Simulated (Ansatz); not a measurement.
# SnH2 (SMILES [H][Sn][H]): the vertical energy of the triplet above the singlet from total energies

SnH2: 3 atoms, total charge 0, spin state singlet. SMILES: `[H][Sn][H]`. Geometry: a GFN2-xTB relaxation, a rough one for these elements and not checked as a minimum.

```xyz
3

Sn    0.0052   -0.0089   -0.8701
H     1.2365   -0.0178    0.4428
H    -1.2416    0.0266    0.4273
```

Both states at this one shape; open shells run unrestricted unless said. 1 Eh = 27.2114 eV.

| level | program | singlet SnH2 (Eh) | triplet SnH2 (Eh) |
| --- | --- | --- | --- |
| SVWN5/STO-3G | Ansatz | -5960.652534 | -5960.603924 |
| BLYP/STO-3G | Ansatz | -5966.285794 | -5966.232547 |
| PBE/STO-3G | Ansatz | -5965.811040 | -5965.764284 |
| RPA@PBE/STO-3G, 18 core orbitals frozen | Ansatz | -5964.456720 | -5964.408587 |

**Question.** Work out the vertical gap, second state less first, at each level.

**Answer.** 
1. SVWN5/STO-3G: -5960.603924 − (-5960.652534) = 0.048610 Eh = 1.32 eV.
2. BLYP/STO-3G: -5966.232547 − (-5966.285794) = 0.053247 Eh = 1.45 eV.
3. PBE/STO-3G: -5965.764284 − (-5965.811040) = 0.046756 Eh = 1.27 eV.
4. RPA@PBE/STO-3G: -5964.408587 − (-5964.456720) = 0.048133 Eh = 1.31 eV.

No measured value is set beside it here; the levels span 1.27 to 1.45 eV. Spin-orbit coupling, which splits open shells on such heavy atoms by tenths of an eV, is left out. Minimal sets are far from the basis-set limit. All-electron rows are non-relativistic unless named.
